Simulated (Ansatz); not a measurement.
Start from `[OH][Ge][N]([SiH3])[SiH3]` and change one atom or group to get `[SiH3][N]([SiH3])[AlH][Cl]`.

Ansatz, PBE0-D4/def2-TZVP geometries, multiplicity 1. Each molecule was computed in one conformer, which needn't be the lowest.

Scalar relativity is left out up to krypton.

```json
{"property": "HOMO energy (PBE/def2-TZVPP) / eV", "`[OH][Ge][N]([SiH3])[SiH3]`": "-6.53"}
{"property": "ideal-gas entropy at 298 K and 1 bar (rigid rotor, harmonic PBE0-D4/def2-TZVP) / J/(mol·K)", "`[OH][Ge][N]([SiH3])[SiH3]`": "397"}
{"property": "size of the dipole moment (B3LYP/def2-TZVPP) / D", "`[OH][Ge][N]([SiH3])[SiH3]`": "1.07"}
{"property": "HOMO–LUMO gap (PBE0/def2-TZVPP) / eV", "`[OH][Ge][N]([SiH3])[SiH3]`": "5.89"}
{"property": "LUMO energy (B3LYP/def2-TZVPP) / eV", "`[OH][Ge][N]([SiH3])[SiH3]`": "-1.96"}
{"property": "HOMO energy (PBE0/def2-TZVPP) / eV", "`[OH][Ge][N]([SiH3])[SiH3]`": "-7.63"}
```

Problem. What does the change do to each property? (An estimate is asked.)

Solution. The calculation gave: 
```
                                                                                  property  `[SiH3][N]([SiH3])[AlH][Cl]`  shift
                                                         HOMO energy (PBE/def2-TZVPP) / eV                         -6.74  -0.21
ideal-gas entropy at 298 K and 1 bar (rigid rotor, harmonic PBE0-D4/def2-TZVP) / J/(mol·K)                           403      6
                                          size of the dipole moment (B3LYP/def2-TZVPP) / D                          0.98  -0.09
                                                      HOMO–LUMO gap (PBE0/def2-TZVPP) / eV                          6.96   1.07
                                                       LUMO energy (B3LYP/def2-TZVPP) / eV                         -1.25   0.71
                                                        HOMO energy (PBE0/def2-TZVPP) / eV                         -8.01  -0.38
```

With PBE0 the HOMO falls by 0.38 eV and the LUMO rises by 0.69 eV, so the gap widens by about 1.07 eV. PBE moves the HOMO by -0.21 eV and ωB97M-V by -0.42 eV. Dipoles are sizes alone; their direction can turn. Modes under 60 cm⁻¹, often nearly free rotors, make the harmonic entropy too high.

Positive LUMOs are unbound, so they and the gaps depend on the basis.

B3LYP here is the variant with VWN-RPA as its local correlation; programs differ in this.
